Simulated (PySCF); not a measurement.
Choosing a molecule for a target property.

Species are written as SMILES; each is one conformer at its optimised geometry, gas phase, non-relativistic unless stated. Electronic properties by PySCF.

Dipoles, sizes and rotational constants follow the conformer. The torsions of the flexible species, by atom-mapped SMILES:
- `[CH3:1][C:2]#[C:3][C:4](=[O:5])[CH2:6][SiH2:7][OH:8]`: C3–C4–C6–Si7 112°, C4–C6–Si7–O8 45°, H–O8–Si7–C6 -16°
- `[CH3:1][c:2]1[o:3][cH:4][cH:5][c:6]1[SiH2:7][OH:8]`: C5–C6–Si7–O8 -151°, H–O8–Si7–C6 59°
- `[CH3:1][C@@H:2]1[C@@H:3]([F:4])[C@H:5]1[O:6][CH:7]([F:8])[F:9]`: C3–C5–O6–C7 -72°, C5–O6–C7–F8 -68°
- `[CH3:1]/[CH:2]=[CH:3]/[O:4][C:5]([F:6])([F:7])[CH2:8][F:9]`: C2–C3–O4–C5 9°, C3–O4–C5–F6 -170°, O4–C5–C8–F9 -174°
- `[CH3:1][O:2][C:3]1([C:4]([F:5])([F:6])[F:7])[CH2:8][CH2:9]1`: C1–O2–C3–C4 70°, O2–C3–C4–F5 39°
- `[CH3:1][c:2]1[cH:3][c:4]([SiH2:5][OH:6])[cH:7][o:8]1`: C3–C4–Si5–O6 166°, H–O6–Si5–C4 -56°

The conformers of `C[C@@H]1COC(F)(F)[C@H]1F` aren't listed.

Question: Wanted: HOMO energy between -8 eV and -7.4 eV (B3LYP/def2-SVPD) and lowest triplet excitation (Tamm–Dancoff) above 4 eV (TDA B3LYP/def2-SVPD), at GFN2-xTB geometries. Which candidate meets both?
A. `[C@H]1([C@H]([C@@H]1OC(F)F)C)F`
B. `C(#CC)C(C[SiH2]O)=O`
C. `COC1(C(F)(F)F)CC1`
D. `Cc1occc1[SiH2]O`
E. `C/C=C/OC(F)(F)CF`
F. `[C@H]1(COC(F)(F)[C@H]1F)C`

Answer: C. Computed values:
| species | HOMO energy | lowest triplet excitation (Tamm–Dancoff) |
| --- | --- | --- |
| [C@H]1(COC(F)(F)[C@H]1F)C | -8.85 eV | 7.88 eV |
| [C@H]1([C@H]([C@@H]1OC(F)F)C)F | -8.05 eV | 6.92 eV |
| COC1(C(F)(F)F)CC1 | -7.81 eV | 7.26 eV |
| C(#CC)C(C[SiH2]O)=O | -7.60 eV | 3.51 eV |
| C/C=C/OC(F)(F)CF | -7.14 eV | 4.41 eV |
| Cc1occc1[SiH2]O | -6.30 eV | 3.86 eV |

Question: Wanted: HOMO–LUMO gap between 6.5 eV and 8 eV (B3LYP/def2-SVPD) and lowest singlet excitation above 5.3 eV (TDDFT B3LYP/def2-SVPD), at GFN2-xTB geometries. Which candidate meets both?
A. `C/C=C/OC(F)(F)CF`
B. `CC#CC(=O)C[SiH2]O`
C. `[C@@H]1([C@H](OC(F)F)[C@@H]1F)C`
D. `c1(ccoc1C)[SiH2]O`
E. `Cc1cc([SiH2]O)co1`
F. `FC1(OC[C@@H](C)[C@@H]1F)F`

Answer: A. Computed values:
| species | HOMO–LUMO gap | lowest singlet excitation |
| --- | --- | --- |
| CC#CC(=O)C[SiH2]O | 5.55 eV | 3.98 eV |
| c1(ccoc1C)[SiH2]O | 5.81 eV | 5.21 eV |
| Cc1cc([SiH2]O)co1 | 5.97 eV | 5.33 eV |
| C/C=C/OC(F)(F)CF | 7.01 eV | 6.53 eV |
| [C@@H]1([C@H](OC(F)F)[C@@H]1F)C | 8.31 eV | 7.21 eV |
| FC1(OC[C@@H](C)[C@@H]1F)F | 8.97 eV | 8.03 eV |

Question: Wanted: dipole moment below 1.5 D (B3LYP/def2-SVPD) and electronic spatial extent ⟨r²⟩ about the centre of nuclear charge below 1500 bohr² (B3LYP/def2-SVPD), at GFN2-xTB geometries. Which candidate meets both?
A. `C[C@@H]1[C@@H](F)[C@H]1OC(F)F`
B. `CC#CC(=O)C[SiH2]O`
C. `C(F)(C1(CC1)OC)(F)F`
D. `CC1=C([SiH2]O)C=CO1`
E. `CC1=CC([SiH2]O)=CO1`

Answer: D. Computed values:
```csv
species,dipole moment,electronic spatial extent ⟨r²⟩ about the centre of nuclear charge
CC1=C([SiH2]O)C=CO1,1.22 D,1214 bohr²
CC1=CC([SiH2]O)=CO1,1.85 D,1460 bohr²
C(F)(C1(CC1)OC)(F)F,2.36 D,1035 bohr²
C[C@@H]1[C@@H](F)[C@H]1OC(F)F,3.73 D,1389 bohr²
CC#CC(=O)C[SiH2]O,4.69 D,1614 bohr²
```
